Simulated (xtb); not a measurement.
C3H6F2Si, SMILES C/C(F)=C/[SiH2]F. All values are semi-empirical tight-binding results from xtb (GFN2-xTB unless named), good for trends rather than for accurate numbers. Geometry optimised at GFN2-xTB. The structure was generated by enumeration; whether it is a known compound was not checked. The values are those of a single conformer.

```yaml
point_group_as_xtb_finds_it: Cs
orbital_gap: 4.52 eV
dipole_moment: 2.25 D
zero_point_energy: 50.1 kcal/mol
G − E(el) at 298.15 K (modified RRHO): 29.5 kcal/mol
static polarisability (D4 model): 68.0 bohr³
solvation energy, GFN2-xTB/ALPB(water): -1.3 kcal/mol
solvation energy, GFN2-xTB/ALPB(ether): -4.0 kcal/mol
```
